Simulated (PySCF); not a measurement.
**Assignment exercise: C5H13NO3Si**

Mapped SMILES: `[CH3:1][NH:2][Si@@H:3]1[O:4][CH2:5][CH2:6][C@@H:7]([O:8][CH3:9])[O:10]1` (H(Xn): hydrogen on atom n). Ha(C5), Ha(C6) are cis to N2 on the ring; Hb(C5), Hb(C6) are trans to N2 on the ring.

- PBE0/pcSseg-1 with gauge-including orbitals
- coordinates at the GFN2-xTB level
- run in PySCF 2.14.0 with density-fitted response routines
- no solvent, non-relativistic, single conformer, fast rotation and ring inversion assumed for equivalent nuclei

Shifts are taken against calculated references (same method and geometry level): 13C (σref 186.93), 1H (σref 31.72) vs TMS.

Question: Assign these signals to the numbered atoms. 13C{1H} NMR (computed): δ 100.6, 60.5, 57.0, 40.9, 28.1.

Answer: 
100.6 → C7, sp3 carbon bearing two oxygens: 2 electronegative neighbours deshield it
60.5 → C5, sp3 CH2 bonded to O: deshielded by the electronegative neighbour
57.0 → C9, methyl carbon bonded to O: deshielded by the electronegative neighbour
40.9 → C6, sp3 CH2 in a ring: a saturated carbon with 2 carbon neighbours and no heteroatom attached
28.1 → C1, methyl carbon bonded to N: deshielded by the electronegative neighbour

Question: Assign these signals to the numbered atoms. 1H NMR (500 MHz, computed): δ 5.09 (m, 1H), 5.09 (s, 1H), 4.85 (m, 1H), 3.99 (m, 1H), 3.75 (s, 3H), 2.68 (s, 3H), 2.26 (m, 1H), 1.52 (m, 1H), 0.34 (br s, 1H).

Answer: 
| δ (ppm) | atoms | environment | reason |
| --- | --- | --- | --- |
| 5.09 | H(C7) | hydrogen on an sp3 carbon bearing two oxygens | its carbon carries O, hence the downfield position |
| 5.09 | H(Si3) | hydrogen on a silicon bonded to N, 2 O, in a 6-membered ring | – |
| 4.85 | Hb(C5) | hydrogen on an sp3 CH2 bonded to O | its carbon carries O, hence the downfield position |
| 3.99 | Ha(C5) | hydrogen on an sp3 CH2 bonded to O | – |
| 3.75 | H(C9) | hydrogen on a methyl carbon bonded to O | its carbon carries O, hence the downfield position |
| 2.68 | H(C1) | hydrogen on a methyl carbon bonded to N | its carbon carries N, an electronegative neighbour |
| 2.26 | Ha(C6) | hydrogen on an sp3 CH2 in a ring | – |
| 1.52 | Hb(C6) | hydrogen on an sp3 CH2 in a ring | – |
| 0.34 | H(N2) | hydrogen on a nitrogen bonded to C, Si | exchangeable; this is the value without hydrogen bonding to other molecules |

H(C7) and H(Si3) lie closer than the usual error of such a calculation, so a measured spectrum could show them in the other order.

OH and NH positions are those of a molecule without intermolecular hydrogen bonds; in solution they move with solvent, concentration and temperature, and exchange usually removes their couplings. Shifts are as computed. Against solution values, carbons near 30 ppm lie about +3 ppm off and those near 130 ppm about +5 ppm. Of 1211 compounds with measured shifts, 218 miss one by over three times the rms of a fit or turn the order of signals round; such compounds aren't used in these exercises. No couplings were computed; multiplicities are counted from neighbouring protons, with m where these are inequivalent, close in shift, in a saturated or five-membered ring or joined by F or P, and br s for small geminal =CH2 splittings.
